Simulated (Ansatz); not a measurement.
A single point on C2H7NSSi (`SC[SiH]1CN1`).

```yaml
crystal:
  periodic: [false, false, false]
  atoms:
    - {symbol: S, position_ang: [-2.219312, -0.356339, 1.446765]}
    - {symbol: C, position_ang: [-0.713807, -1.200335, 0.877397]}
    - {symbol: Si, position_ang: [0.520960, 0.114574, 0.418410]}
    - {symbol: C, position_ang: [1.311585, 0.295298, -1.221985]}
    - {symbol: N, position_ang: [0.063272, 1.078827, -0.928221]}
    - {symbol: H, position_ang: [-2.354488, 0.435580, 0.368520]}
    - {symbol: H, position_ang: [-0.357927, -1.787073, 1.727011]}
    - {symbol: H, position_ang: [-0.934842, -1.884983, 0.057688]}
    - {symbol: H, position_ang: [1.170416, 0.728288, 1.598630]}
    - {symbol: H, position_ang: [2.241316, 0.859997, -1.284728]}
    - {symbol: H, position_ang: [1.201541, -0.421094, -2.032587]}
    - {symbol: H, position_ang: [0.148386, 2.081860, -0.992800]}
basis:
  gaussian: {orbitals: def2-QZVPP}
correlation: {method: mp2}
```

```sh
$ ansatz run in.yaml --threads 4 --pin off --events-out ev --progress --plain --max-ram 10444MiB
```

Shortened log:

```
Functional definition: HF
3084 factors; integrals over basis functions are off by at most 9.8e-4 eV
mean field evaluation 1: about -22330.2032 eV, gradient 4.2e1 eV
mean field evaluation 2: about -22330.3735 eV, gradient 4.2e1 eV
mean field evaluation 4: about -22334.7854 eV, gradient 4.8e0 eV
mean field evaluation 8: about -22334.8718 eV, gradient 3.7e-1 eV
mean field evaluation 16: about -22334.8725 eV, gradient 1.8e-6 eV
mean field -22334.87250934 eV, -820.7914255981 hartree, gradient 1.8e-6 eV, S^2 0.000000; 0 other end points of the search recorded, 0 dependent functions left out
13 core orbitals not correlated: weight in the atoms' cores, before any rotation towards them, 1.000 or more for the frozen orbitals, at most 0.000 for the correlated occupied ones
reference -22334.87250934 eV, -820.7914255981 hartree; 15, 15 occupied and 493, 493 virtual orbitals, 3084 factors
second order -24.82624597 eV of doubles, -0.00000000 eV of singles
Total energy: -22359.69875531 eV, -821.7037733096 hartree
```

Hardware: 4 threads of an Arm Neoverse V2 on a shared host. Wall time 28 s, peak host memory 3.7 GiB.
